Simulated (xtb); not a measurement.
Harmonic IR lines of one isomer of CH4OSi, unscaled. All values below come from GFN2-xTB (xtb).

```json
[
 {"wavenumber (cm⁻¹)": "567", "relative intensity": "17"},
 {"wavenumber (cm⁻¹)": "580", "relative intensity": "27"},
 {"wavenumber (cm⁻¹)": "734", "relative intensity": "49"},
 {"wavenumber (cm⁻¹)": "760", "relative intensity": "13"},
 {"wavenumber (cm⁻¹)": "1029", "relative intensity": "24"},
 {"wavenumber (cm⁻¹)": "1102", "relative intensity": "11"},
 {"wavenumber (cm⁻¹)": "2401", "relative intensity": "100"},
 {"wavenumber (cm⁻¹)": "2411", "relative intensity": "19"},
 {"wavenumber (cm⁻¹)": "3042", "relative intensity": "4.6"},
 {"wavenumber (cm⁻¹)": "3057", "relative intensity": "9.2"}
]
```

Say which structure gives these lines.
A. `O=C[SiH3]`
B. `C1O[SiH2]1`
C. `C=[SiH]O`
D. `C[SiH]=O`

B, `C1O[SiH2]1`
